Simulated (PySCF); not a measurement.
An unknown is described by computed data only.

Elements present: C, Cl, F and O. Monoisotopic mass: 231.9526 u.

| Item | Value |
| --- | --- |
| Dipole | 0.91 D [CAM-B3LYP/def2-SVPD] |
| NMR, other nuclei | isotropic shieldings of nuclei other than C and H, by class: -293 (1 O), 269 (3 F), 312 (2 F), 321 (2 F), 475 (1 Cl) ppm [GIAO PBE0/pcSseg-1] |
| 13C NMR | chemical shifts (computed TMS as zero) by class: 173.7 (1 C), 122.9 (1 C), 111.4 (1 C), 111.4 (1 C) ppm [GIAO PBE0/pcSseg-1] |
| Triplet | lowest triplet excitation (Tamm–Dancoff): 4.28 eV [TDA CAM-B3LYP/def2-SVPD] |
| UV, first state | lowest singlet excitation: 4.83 eV (256 nm, f = 0.001) [TDDFT CAM-B3LYP/def2-SVPD] |
| Rotational structure | rotational constants A, B, C: 1.039, 0.592, 0.566 GHz [PBE0-D3(BJ)/def2-SVP] |
| UV, strongest line | among the 10 lowest singlet transitions: S7 at 8.85 eV (140 nm, f = 0.274) [TDDFT CAM-B3LYP/def2-SVPD] |
| Polarisability | 69.2 au [CAM-B3LYP/def2-SVPD] |

Electronic properties: PySCF, gas phase, density fitting. Levels stand in brackets. Isolated species at its PBE0-D3(BJ)/def2-SVP geometry (one conformer only). NMR classes are plain means over equivalent atoms (diastereotopic ones count apart unless rotation or inversion swaps them), as if these changed places fast.

Q: Which formula fits the mass and the elements?

A: C4ClF7O (calculated 231.9526). No other formula that holds each of these elements comes within 0.0003 u with a fitting electron parity and a possible valence count.

Q: Propose a structure and show how it fits.

A: Numbering: `[O:1]=[C:2]([Cl:3])[C:4]([F:5])([F:6])[C:7]([F:8])([F:9])[C:10]([F:11])([F:12])[F:13]`. Its formula, C4ClF7O, gives 1 degree of unsaturation: 0 rings and 1 π bond in the structure found. 4 carbons fall into 4 classes; from least to most shielded: acyl halide carbon [C2] (173.7 ppm), CF3 carbon [C10] (122.9 ppm), CF2 carbon [C7] (111.4 ppm), CF2 carbon [C4] (111.4 ppm). The other shieldings belong to: -293 ppm, carbonyl oxygen [O1]; 269 ppm, fluorine of a CF3 group [F11/F12/F13]; 312 ppm, fluorine of a CF2 group [F5/F6]; 321 ppm, fluorine of a CF2 group [F8/F9]; 475 ppm, chlorine bonded to C [Cl3]. S1 is mainly HOMO→LUMO (weight 0.95); the largest Löwdin shares of the orbital it empties are 0.52 on the carbonyl oxygen, 0.22 on the chlorine bonded to C, 0.08 on the acyl halide carbon and 0.08 on a CF2 carbon, of the orbital it fills 0.38 on the acyl halide carbon, 0.33 on the carbonyl oxygen, 0.12 on the chlorine bonded to C and 0.07 on a CF2 carbon. The optimised geometry has point group C1 and is an asymmetric top. Structure: perfluorobutyryl chloride, `O=C(Cl)C(F)(F)C(F)(F)C(F)(F)F`. The assignments are read from this structure; whether some other isomer fits the data as well wasn't checked.

The values belong to the conformer `[O:1]=[C:2]([Cl:3])[C:4]([F:5])([F:6])[C:7]([F:8])([F:9])[C:10]([F:11])([F:12])[F:13]`: O1–C2–C4–F5 -17°, C2–C4–C7–F8 62°, C4–C7–C10–F11 -60°.
